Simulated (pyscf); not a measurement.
PySCF, gas phase, ωB97X-D3(BJ)/def2-SVP geometries.

Problem. For •H₂C–CH₂–CH=CH₂ (SMILES [CH2]CC=C) → C₄H₇ (SMILES [CH2]C1CC1) [doublet], a ring closure (doublet surface; none broken, C–C formed), PBE/def2-TZVP gives ΔE‡ = 0.31 eV and ΔE = -0.02 eV (zero: the reactant's lowest minimum found). In which direction and how far do r²SCAN/def2-TZVP, B3LYP-D3(BJ)/def2-TZVP, ωB97M-D3(BJ)/def2-TZVP move these?

Solution. r²SCAN: ΔE‡ = 0.37 eV, ΔE = +0.01 eV; B3LYP-D3(BJ): ΔE‡ = 0.47 eV, ΔE = +0.16 eV; ωB97M-D3(BJ): ΔE‡ = 0.51 eV, ΔE = +0.07 eV. PBE's barrier lies under all of them, by 0.06 to 0.20 eV. Its reaction energy lies under all of them, by 0.03 to 0.18 eV. •H₂C–CH₂–CH=CH₂ lies 0.78 eV over its isomer •H₂C–CH=CH–CH₃, and others may lie lower still (electronic energy, ωB97M-D3(BJ)). cyclic C₄H₇ (SMILES [CH2]C1CC1) [doublet] lies 0.85 eV over its isomer •H₂C–CH=CH–CH₃, and others may lie lower still (electronic energy, ωB97M-D3(BJ)). This is the saddle that the search found; another between the same sides may lie lower.
